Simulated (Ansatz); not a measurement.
# Worked example: the step energy

An elementary step of Al$_{2}$BH$_{4}$Cl$_{3}$O$_{5}$, singlet (Al₂BH₄Cl₃O₅ ([OH][Al]1([OH])[O][Al]2([OH])[OH][B]([Cl])([Cl]1)[Cl]2) → Al₂BH₄Cl₃O₅ ([OH][Al]([OH])([ClH])[O][Al]1([OH])[O][B]([Cl])[Cl]1); B–Cl, H–O broken or loosened, B–O, Cl–H formed or tightened). “Start” and “end” are the PBE0-D4/def2-TZVP structures reached by relaxing down either side of its saddle point, with the molecules still in contact.

Ansatz 0.2.0; basis: def2-TZVPP and def2-QZVPP; cores frozen in the correlated methods.

Energies in eV:

| quantity | end | start |
| --- | --- | --- |
| Hartree–Fock, triple zeta (X = 3) | -61618.22589 | -61618.46269 |
| Hartree–Fock, quadruple zeta (X = 4) | -61620.19748 | -61620.43129 |
| MP2 correlation, X = 3 | -55.15433 | -55.19714 |
| MP2 correlation, X = 4 | -59.93883 | -60.01989 |
| CCSD(T) correlation, X = 3 | -58.76150 | -58.75069 |

Q: Work out the step energy at the basis limit: extrapolate Hartree–Fock as E(X) = E∞ + A exp(−7.88 √X) and the MP2 correlation as E(X) = E∞ + B X^−2.97 (the exponents that Neese and Valeev fitted for def2-TZVPP and QZVPP), then add CCSD(T) − MP2 in triple zeta.

A: Each step is linear, so take the differences first (end − start): Hartree–Fock 0.23680 (X = 3) and 0.23381 (X = 4); MP2 correlation 0.04281 and 0.08106; CCSD(T) correlation -0.01081.
Two points give E∞ = E(4) + w [E(4) − E(3)], with w = 1/(exp(7.88 (2 − √3)) − 1) = 0.1377 for Hartree–Fock and w = 1/((4/3)^2.97 − 1) = 0.7407 for the correlation.
Hartree–Fock: 0.23381 + 0.1377 × (-0.00299) = 0.2334 eV.
MP2 correlation: 0.08106 + 0.7407 × 0.03825 = 0.1094 eV.
CCSD(T) − MP2: -0.01081 − 0.04281 = -0.0536 eV.
Sum: 0.2334 + 0.1094 + (-0.0536) = 0.2892 eV, or 6.67 kcal/mol. Plain CCSD(T) in triple zeta gives 0.2260 eV, so the larger basis shifts the result by 0.0632 eV.

No T1 diagnostic of these runs exceeds 0.013.

The step is the kind of ligand exchange by which a precursor binds to a hydroxyl group, or is hydrolysed, in atomic layer deposition of oxides. Here a small cluster stands in for the surface site.

Labels in which every atom is bracketed show which atoms are joined, not bond orders.

For scale, one of the runs: CCSD(T)/def2-TZVPP, 452 basis functions, launched by `ansatz run in.yaml --threads 4 --pin off --events-out ev --progress --plain --max-ram 66560MiB --backend cuda --devices 0, --max-vram 37GiB`. Hardware: 4 CPU threads of an AMD EPYC 7R13 and a share of one NVIDIA H100, shared host. Wall time 44 s; peak host memory 1.1 GiB.
